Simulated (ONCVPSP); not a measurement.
oxygen: excitation energies, all-electron against ONCV

```
Element                 : oxygen
Generator               : ONCVPSP 4.0.1
Type                    : optimised norm-conserving Vanderbilt (ONCV)
Functional              : PBE
Relativity              : scalar-relativistic
Frozen core             : [He]
Valence charge          : 6
Reference configuration : 2s2 2p4
Partial waves           : 2s: rc 0.80 bohr, ncon 3, nbas 8, qcut 9.6 1/bohr, 3 projectors, debl 2 Ha; 2p: rc 1.15 bohr, ncon 4, nbas 7, qcut 13.9 1/bohr, 2 projectors, debl 1.7 Ha
Local potential         : polynomial inside 0.80 bohr (lpopt 5, dvloc0 6 Ha)
Core correction         : polynomial model core, fcfact 0.3
```

Energies are relative to the spin-unpolarised reference configuration 2s2 2p4; without spin polarisation the order of configurations can differ from experiment.

```tsv
valence configuration	charge	ΔE all-electron (eV)	error AE − PS (meV)
2s2 2p2	+2	50.016	+37
2s2 2p1	+3	103.885	+173
2s0 2p6	0	29.937	+37
```

Problem. What are ΔE and the potential's error for 2s2 2p3?

Solution. ΔE = 16.431 eV all-electron; the error (AE − PS) is +3.3 meV.

Levels in the configuration 2s2 2p2:

```csv
level,all-electron (eV),pseudo (eV)
2s,-58.346,-58.323
2p,-43.242,-43.173
```

Note: ghosts flagged at negative energy: s at -15644.2 eV; GHOST(+) flags only above 600 eV. A true bound ghost makes a file unfit for plane-wave use.
